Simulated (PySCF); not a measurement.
**Two-component Hartree-Fock for Xe(2+) (xenon, charge +2)**

Start: [Kr] 4d10 5s2 5p4; 5p1/2 filled at m_j = +1/2; 5p3/2 filled at m_j = -1/2, +1/2, +3/2. Calculated with PySCF 2.14 in x2c-TZVPall-2c: generalised Hartree-Fock with the X2C-1e Hamiltonian and a Gaussian nucleus; one run each with spin-orbit coupling (SO) switched off, then screened by Boettger's factors. This is a chosen level, not necessarily the ground level.

| spinor shell | electrons | ε, spin-free (eV) | ε, screened SO (eV) | weight of nominal j (screened SO) | rms radius, screened SO (bohr) |
| --- | --- | --- | --- | --- | --- |
| 1s1/2 | 2 | -34749.1 | -34744.8 | 1.000 | 0.0305 |
| 2s1/2 | 2 | -5528.1 | -5526.7 | 1.000 | 0.124 |
| 2p1/2 | 2 | -4955.5 | -5181.4 | 1.000 | 0.107 |
| 2p3/2 | 4 | -4955.5 | -4853.9 | 1.000 | 0.112 |
| 3s1/2 | 2 | -1191.3 | -1190.8 | 1.000 | 0.326 |
| 3p1/2 | 2 | -1002.0 | -1046.0 | 1.000 | 0.318 |
| 3d3/2 | 4 | -721.69 | -729.31 | 1.000 | 0.302 |
| 3d5/2 | 6 | -721.69 | -716.00 | 1.000 | 0.305 |
| 4s1/2 | 2 | -250.57 | -250.30 | 1.000 | 0.762 |
| 4p1/2 | 2 | -187.95 | -196.77 | 1.000 | 0.796 |
| 4p3/2 | 4 | -187.95 | -183.65 | 1.000 | 0.825 |
| 4d3/2 | 4 | -93.752 | -94.874 | 0.995 | 0.937 |
| 4d5/2 | 6 | -93.752 | -92.638 | 0.996 | 0.946 |
| 5s1/2 | 2 | -45.876 | -45.789 | 0.999 | 1.93 |
| 5p3/2 | 3 | -31.656 | -31.465 | 0.539 | 2.25 |
| 5p1/2 | 1 | -31.656 | -32.699 | 0.533 | 2.22 |

Problem. Where does 3p3/2 lie, and what is the 3p spin-orbit splitting (screened SO)?

Solution. At -981.85 eV, 64.169 eV above 3p1/2.

```
   quantity    spin-free  screened SO
E (hartree)  -7441.17156  -7443.60729
        M_J            2            2
       ⟨J²⟩        6.011        6.023
       ⟨L²⟩        2.008        2.438
       ⟨S²⟩        2.003        1.828
```

Each row is a mean over spinors that exchange with the open shell spreads, by up to 5.050 eV (5s1/2).

Rows whose weight is well below 1 are mixtures of j = l ± 1/2: exchange outweighs spin-orbit coupling there, and the label is only the starting occupation.

Breit and QED terms are absent; they matter most for the inner s and p1/2 levels.

Densities and radii are taken from the X2C orbitals without a picture-change correction, which distorts them close to the nucleus.

Without spin-orbit coupling the j labels of p, d and f shells carry no meaning; the spin-free column gives the mean over the occupied spinors of each nl shell.
